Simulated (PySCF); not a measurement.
# Excitation energies in several basis sets

Compound: C2H4ClN3Si.
SMILES with atom numbers: `[SiH3:1][c:2]1[n:3][c:4]([Cl:5])[n:6][nH:7]1` (hydrogens: H8, H9, H10 on Si1; H11 on N7)

Geometry (PBE0-D3(BJ)/def2-SVP, Å), atoms numbered from 1 in this order:
```xyz
11
C2H4ClN3Si angstrom
Si    -1.8651    0.4304   -0.2612
C     -0.0352    0.0315   -0.0832
N      0.8815    0.1966   -1.0286
C      2.0171   -0.2109   -0.4316
Cl     3.5284   -0.2042   -1.2166
N      1.8869   -0.6195    0.8178
N      0.5804   -0.4593    1.0184
H     -2.4315   -0.3273   -1.4097
H     -2.5274    0.0092    1.0107
H     -2.0424    1.8950   -0.4607
H      0.1746   -0.7017    1.9153
```

TDDFT with PBE0 (PySCF), vertical singlets, core orbitals frozen in the response, spherical d and f functions. Geometry: PBE0-D3(BJ)/def2-SVP; no solvent, vibrations or thermal averaging.

| basis | functions | diffuse | S1 (eV) | S2 (eV) | S3 (eV) | S4 (eV) | S5 (eV) | LUMO (eV) | α (au) |
| --- | --- | --- | --- | --- | --- | --- | --- | --- | --- |
| 6-31G* | 114 | no | 6.13 | 6.20 | 6.94 | 7.29 | 7.31 | -0.56 | 68.0 |
| def2-SVP | 126 | no | 6.01 | 6.11 | 7.06 | 7.16 | 7.27 | -0.72 | 69.9 |
| 6-31+G* | 142 | yes | 6.10 | 6.14 | 6.31 | 7.00 | 7.16 | -0.83 | 78.3 |
| def2-SVPD | 183 | yes | 6.05 | 6.06 | 6.64 | 7.11 | 7.14 | -0.93 | 84.8 |
| aug-cc-pVDZ | 205 | yes | 6.04 | 6.11 | 6.20 | 6.92 | 7.04 | -0.86 | 86.3 |
| def2-TZVP | 253 | no | 6.02 | 6.05 | 6.65 | 7.09 | 7.16 | -0.84 | 80.5 |

Task: Compare the sets with the largest diffuse one.

Result: States are compared by their number. Against the largest diffuse basis here (aug-cc-pVDZ, itself not a converged limit), sets without diffuse functions differ by up to 0.09 eV in S1 and 0.27 eV in S5; the smaller diffuse sets differ by up to 0.06 and 0.13 eV. S1 is led by HOMO-1→LUMO (98%) in 6-31G* and by HOMO→LUMO (92%) in aug-cc-pVDZ. S1 is led by HOMO-1→LUMO (98%) in def2-SVP and by HOMO→LUMO (92%) in aug-cc-pVDZ. State by state, the largest deviation of a set without diffuse functions is S1 0.09, S2 0.10, S3 0.87, S4 0.37, S5 0.27 eV. The same number needn't mean the same state in each row. Against aug-cc-pVDZ the polarisability deviates by -21% in 6-31G*, -19% in def2-SVP, -9% in 6-31+G*, -2% in def2-SVPD, -7% in def2-TZVP. A single + in a Pople set puts diffuse functions on heavy atoms only.
